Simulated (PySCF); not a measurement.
CH₂NO, SMILES C(=O)[NH] (connectivity only; charge and spin as stated), charge -1, multiplicity 1.

The structure is a stationary point at B3LYP-D3(BJ)/def2-SVPD. The spin state was assumed, not searched. The isomer is the one that the SMILES or the coordinates give; other isomers of the formula were not compared. The values are those of a single conformer.

Level of theory: PBE/def2-TZVPD (PySCF).

Symmetry labels are those of the subgroup Cs that the program uses (full group Cs).

Computed valence orbital energies around the gap with their symmetry:
| orbital | symmetry | energy (eV) |
|---|---|---|
| HOMO−7 | A' | -14.83 |
| HOMO−6 | A' | -8.05 |
| HOMO−5 | A' | -4.55 |
| HOMO−4 | A' | -4.20 |
| HOMO−3 | A" | -3.08 |
| HOMO−2 | A' | -0.57 |
| HOMO−1 | A" | 0.52 |
| HOMO | A' | 0.58 |
| LUMO | A' | 4.37 |
| LUMO+1 | A' | 4.91 |
| LUMO+2 | A' | 5.43 |
| LUMO+3 | A" | 5.69 |
